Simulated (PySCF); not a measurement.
**Cost of excited-state runs on `CSC1=CC=C[Si@H]1Cl`, C5H7ClSSi**

Bonds (- single, = double, # triple, : aromatic): C1-S2 1.819 Å, S2-C3 1.735 Å, C3=C4 1.346 Å, C4-C5 1.449 Å, C5=C6 1.343 Å, C6-Si7 1.880 Å, Si7-Cl8 2.012 Å, Si7-C3 1.909 Å. C1 carries H9, H10, H11; C4 carries H12; C5 carries H13; C6 carries H14; Si7 carries H15. Stereochemistry as in CSC1=CC=C[Si@H]1Cl.

PySCF with density fitting, on 1 thread of an Arm Neoverse V2, shared host. Command: `OMP_NUM_THREADS=1 python excited_run.py task.json out`

Q: How long does each of these runs take, and how much memory?
- magnetisability and related constants, BP86/3-21G; IEF-PCM chloroform
- magnetisability and related constants, wB97X-D/pcSseg-1; isotopologues

A: 
| run | level | basis functions | wall time | peak memory (GiB) |
| --- | --- | --- | --- | --- |
| magnetisability and related constants | BP86/3-21G | 98 | 11 s | 0.53 |
| magnetisability and related constants | wB97X-D/pcSseg-1 | 192 | 42 s | 0.96 |

Times from a shared host are rough.
